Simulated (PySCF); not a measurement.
**Two probes of the same atoms: core binding energy and nuclear shielding**

C₅H₆F₃N.
Atom-mapped SMILES: `[H]/[N:4]=[C:3](\[CH:2]=[CH2:1])[CH2:5][C:6]([F:7])([F:8])[F:9]`

Binding energies: delta-SCF UKS SCAN, pcX-2 on the ionised atom, pcseg-1 elsewhere, spin-free X2C in PySCF. Shieldings: GIAO KT3/pcSseg-1, non-relativistic, same geometry.

```tsv
atom	C 1s (eV)
C1	290.96
C2	291.25
C3	292.50
C5	291.77
C6	298.29
```

Problem. What are the absolute isotropic shieldings of these atoms?

Solution. 
```tsv
atom	environment	C 1s (eV)	isotropic shielding (ppm)
C1	terminal =CH2 carbon	290.96	66.4
C2	alkene CH carbon	291.25	51.1
C5	chain CH2 carbon	291.77	136.3
C3	imine carbon	292.50	21.6
C6	CF3 carbon	298.29	54.1
```

Problem. Among the listed atoms, is the one with the highest binding energy also the least shielded?

Solution. No. The highest binding energy is at C6 (298.29 eV, shielding 54.1 ppm), the lowest shielding at C3 (21.6 ppm, 292.50 eV).

By binding energy: C1 < C2 < C5 < C3 < C6. By shielding: C3 < C2 < C6 < C1 < C5.

The unrestricted hole states depart most from a pure doublet (⟨S²⟩ = 0.75; over 0.85 named) for C 1s of C3 (0.93), which makes this value less certain. The structure is a single PBE0-D3(BJ)/def2-SVP conformer in the gas phase; no vibrational or solvent corrections.

Shape of the structure used: `[H]/[N:4]=[C:3](\[CH:2]=[CH2:1])[CH2:5][C:6]([F:7])([F:8])[F:9]`: C1–C2–C3–N4 26°, C2–C3–C5–C6 63°, C3–C5–C6–F7 55°.
